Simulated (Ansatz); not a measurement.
Molecule: C3H8BrSi, net charge -1, singlet state. It need not be the lowest isomer of its formula. Whether it binds its extra electron was not tested at this geometry. 
Coordinates optimised at B3LYP-D3(BJ)/def2-TZVP (Ansatz, an electronic-structure program):
```
Si
C 1 1.7355
H 2 1.0877 1 120.23
H 2 1.0877 3 113.30 1 152.28
C 1 1.8906 2 115.75 3 -39.26
H 5 1.0909 1 111.29 2 170.82
H 5 1.0924 6 107.95 1 120.62
H 5 1.0937 6 109.28 7 117.41
C 1 1.8906 2 115.75 3 -170.37
H 9 1.0909 1 111.29 2 -170.82
H 9 1.0924 10 107.95 1 -120.62
H 9 1.0937 10 109.28 11 -117.41
Br 1 2.5615 2 121.19 3 75.18
```
Charge -1, spin multiplicity 1.

Basis-set convergence of Hartree-Fock and MP2 correlation energies (hartree) with Ansatz. Correlated levels leave the core frozen unless marked. Spin-orbit coupling is left out. The frozen core is the preceding noble-gas configuration, with the filled d and f shells of earlier blocks. Non-relativistic. This anion needs diffuse functions, which these sets lack.

```tsv
basis	functions	E(HF)	E(corr, MP2)
def2-SVP	132	-2979.15956	-0.65847
def2-TZVPP	295	?	?
```

What belongs in the gaps?


- def2-TZVPP, E(HF): -2979.71885
- def2-TZVPP, E(corr, MP2): -0.83341
